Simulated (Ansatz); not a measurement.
Ansatz results at the PBE0-D4/def2-TZVP geometry: HOMO–LUMO gap (B3LYP/def2-TZVPP) 7.82 eV; HOMO energy (PBE0/def2-TZVPP) -8.56 eV; size of the dipole moment (ωB97M-V/def2-TZVPP) 2.17 D.

Each molecule was computed in one conformer, which needn't be the lowest.

Which molecule gave them?
A. `O=C(O)C[SiH2]F`
B. `CBC1=CB1`
C. `C[As]1C[SiH2]1`
D. `C=C[NH][InH2]`

A. The others give `CBC1=CB1`: 6.48, -7.69, 0.94; `C[As]1C[SiH2]1`: 5.94, -6.52, 0.93; `C=C[NH][InH2]`: 3.68, -5.70, 1.60.

B3LYP here is the variant with VWN-RPA as its local correlation; programs differ in this.
